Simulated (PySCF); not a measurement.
## Computed NMR parameters against published values

Geometry:
```json
{"atom": "C1", "x (Å)": "2.196", "y (Å)": "-0.259", "z (Å)": "-0.093"}
{"atom": "C2", "x (Å)": "0.709", "y (Å)": "-0.075", "z (Å)": "-0.040"}
{"atom": "C3", "x (Å)": "-0.132", "y (Å)": "-1.182", "z (Å)": "-0.016"}
{"atom": "C4", "x (Å)": "-1.505", "y (Å)": "-1.026", "z (Å)": "0.047"}
{"atom": "C5", "x (Å)": "-2.059", "y (Å)": "0.242", "z (Å)": "0.087"}
{"atom": "C6", "x (Å)": "-1.231", "y (Å)": "1.351", "z (Å)": "0.064"}
{"atom": "C7", "x (Å)": "0.143", "y (Å)": "1.192", "z (Å)": "0.001"}
{"atom": "H8", "x (Å)": "2.564", "y (Å)": "-0.615", "z (Å)": "0.869"}
{"atom": "H9", "x (Å)": "2.465", "y (Å)": "-0.998", "z (Å)": "-0.845"}
{"atom": "H10", "x (Å)": "2.697", "y (Å)": "0.677", "z (Å)": "-0.326"}
{"atom": "H11", "x (Å)": "0.296", "y (Å)": "-2.174", "z (Å)": "-0.048"}
{"atom": "H12", "x (Å)": "-2.145", "y (Å)": "-1.897", "z (Å)": "0.065"}
{"atom": "H13", "x (Å)": "-3.131", "y (Å)": "0.365", "z (Å)": "0.135"}
{"atom": "H14", "x (Å)": "-1.655", "y (Å)": "2.344", "z (Å)": "0.095"}
{"atom": "H15", "x (Å)": "0.783", "y (Å)": "2.063", "z (Å)": "-0.018"}
```

Measured values that the calculation should reproduce: δ 13C C2 138.2; C3/C7 129.5; C4/C6 128.7; C5 125.8; C1 21.3; δ 1H H12/H14 7.19; H8/H9/H10 2.31 ppm (measured; solution, THF-d8, 298 K; Fulmer et al., Organometallics 2010, 29, 2176).
δ 13C C2 139.9; C3/C7 130.6; C4/C6 129.8; C5 126.8; C1 21.6; δ 1H H8/H9/H10 2.33 ppm (measured; solution, TFE-d3, 298 K; Fulmer et al., Organometallics 2010, 29, 2176).

Calculated, not measured (PySCF 2.14.0 with density-fitted response routines): σ from GIAO-PBE0/pcSseg-1, structure optimised with GFN2-xTB. Single conformer, fast rotation and ring inversion assumed for equivalent nuclei, in vacuum, non-relativistic Hamiltonian.

(1) What does the calculation give, and how does it compare?

(2) How far are the unscaled 13C shifts from the references?

(3) How far are the unscaled 1H shifts from the references?

Results:

(1) 
Reference values: measured (solution, THF-d8, 298 K; Fulmer et al., Organometallics 2010, 29, 2176).
```csv
atoms,quantity,reference,computed,"computed, scaled"
C2,δ 13C,138.2,143.4,137.5
C3/C7,δ 13C,129.5,134.3,128.7
C4/C6,δ 13C,128.7,134.0,128.4
C5,δ 13C,125.8,130.7,125.2
C1,δ 13C,21.3,24.3,21.5
H12/H14,δ 1H,7.19,7.56,7.23
H8/H9/H10,δ 1H,2.31,2.51,2.46
```

Reference values: measured (solution, TFE-d3, 298 K; Fulmer et al., Organometallics 2010, 29, 2176).
```csv
atoms,quantity,reference,computed,"computed, scaled"
C2,δ 13C,139.9,143.4,137.5
C3/C7,δ 13C,130.6,134.3,128.7
C4/C6,δ 13C,129.8,134.0,128.4
C5,δ 13C,126.8,130.7,125.2
C1,δ 13C,21.6,24.3,21.5
H8/H9/H10,δ 1H,2.33,2.51,2.46
```

Computed shifts are σ(ref) − σ with the named reference compound (TMS for H and C) calculated as an isolated molecule at the same level. The measured values may be among those fitted. Scaled to experiment by linear calibration (H and C: mostly CDCl3 data, vs TMS): 1H: δ = 30.01 − 0.943σ (rms 0.17 ppm, 504 shifts, 0.18 ppm with the 4 outliers that the fit left out); 13C: δ = 179.97 − 0.974σ (rms 2.1 ppm, 958 shifts, 2.3 ppm with the 13 outliers that the fit left out). Occasional misses reach two or three times the rms, and more in compound classes unlike the fitted ones.

(2) Mean signed difference +4.12 ppm, mean absolute 4.12 ppm over 10 comparisons; the largest is +5.3 ppm at C4/C6 (aromatic CH).

(3) Mean signed difference +0.25 ppm, mean absolute 0.25 ppm over 3 comparisons; the largest is +0.37 ppm at H12/H14 (hydrogen on an aromatic CH).

13 of the 96 published NMR values on file for this molecule are compared. The rest: values from further sources, protons in aromatic solvents, values whose atom or origin is in doubt.
